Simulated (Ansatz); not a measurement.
Cartesian coordinates in Å:
```
B -1.370 1.253 1.114
Si -0.268 0.612 -0.412
Si 1.964 0.457 0.293
Si -0.889 -1.597 -0.897
H -1.348 0.634 2.137
H -2.056 2.230 1.063
H -0.341 1.433 -1.655
H 2.041 -0.456 1.464
H 2.507 1.785 0.687
H 2.808 -0.093 -0.802
H -2.315 -1.687 -1.310
H -0.044 -2.135 -1.997
H -0.690 -2.436 0.315
```

Charge 0, multiplicity 1.

**Question.** List the PBE0/def2-TZVPP orbital energies in eV (Ansatz 0.2.0). (Best estimate.)

**Answer.** The calculation gave: Occupied: -1802.61, -1802.61, -1802.22, -185.19, -144.97, -144.97, -144.64, -99.63, -99.63, -99.62, -99.62, -99.62, -99.62, -99.30, -99.29, -99.26, -16.40, -15.00, -14.51, -12.81, -10.55, -10.13, -9.93, -9.86, -9.83, -8.98, -8.05, -8.01. Lowest empty: -2.53, -0.18, 0.30, 0.40, 0.52, 1.04, 1.48, 1.57.
